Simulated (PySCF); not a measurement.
Relaxation of singlet GaCl₄⁻

Computed with B3LYP in PySCF with Ga def2-SVPD, Cl def2-SVPD; no relativity; density-fitted integrals. A (50,194) grid was used.

A start displaced from a saddle point along its imaginary mode, of D2d symmetry, held to at least that symmetry:

```xyz
5
charge -1 multiplicity 1, angstrom
Ga    0.0000    0.0000    0.0000
Cl    2.2968    0.0000   -0.2500
Cl    0.0000    2.2968    0.2500
Cl   -2.2968    0.0000   -0.2500
Cl    0.0000   -2.2968    0.2500
```

Optimiser trace:
```
step  E − E(last) (kJ/mol)  largest gradient (Eh/bohr)
   0                145.14                     0.00457
   1                130.85                     0.00582
   2                110.20                     0.00673
   3                 86.74                     0.01013
   4                 50.95                     0.01517
   5                 20.60                     0.01008
   6                  4.42                     0.00353
   7                  1.51                     0.00428
   8                  0.00                     0.00010
   9                  0.00                     0.00000
```

It ends at Td with Ga–Cl 2.238 Å (×4); Cl–Ga–Cl 109.5° (×6) (after a last refinement on a finer grid). The frequency run here used a shortcut that can spoil soft modes, so no verdict on minimum or saddle point is given.

Final geometry:
```xyz
5
charge -1 multiplicity 1, angstrom
Ga    0.0000    0.0000    0.0000
Cl    1.8270    0.0000   -1.2919
Cl    0.0000    1.8270    1.2919
Cl   -1.8270    0.0000   -1.2919
Cl    0.0000   -1.8270    1.2919
```
